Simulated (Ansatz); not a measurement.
```xyz
15

C    -0.7614   -1.5513   -0.8202
Si    0.4049   -0.1048   -0.6877
N     1.6912   -0.5678    0.3755
C    -0.4167    1.4002    0.0802
N    -0.8880    1.0723    1.4202
H    -1.5808   -1.3184   -1.5046
H    -1.1917   -1.7771    0.1579
H    -0.2566   -2.4442   -1.1979
H     0.8699    0.2964   -2.0543
H     2.4912    0.0365    0.4826
H     1.9837   -1.5321    0.3908
H     0.2806    2.2545    0.0322
H    -1.2702    1.6735   -0.5520
H    -0.1352    0.6706    1.9656
H    -1.2208    1.8918    1.9115
```

Charge 0, multiplicity 1.

(1) List the PBE/def2-TZVPP orbital energies in eV (Ansatz 0.2.0). (Estimate.)

Answers

(1) The calculation gave: Occupied: -1779.08, -379.78, -379.76, -268.90, -268.20, -136.79, -93.54, -93.51, -93.50, -21.57, -20.82, -16.99, -15.85, -12.44, -11.87, -11.41, -10.65, -10.04, -9.68, -9.33, -8.70, -7.47, -7.09, -5.86, -5.12. Lowest empty: -0.06, 0.65, 0.84, 1.04, 1.84, 2.01, 2.11, 2.53.
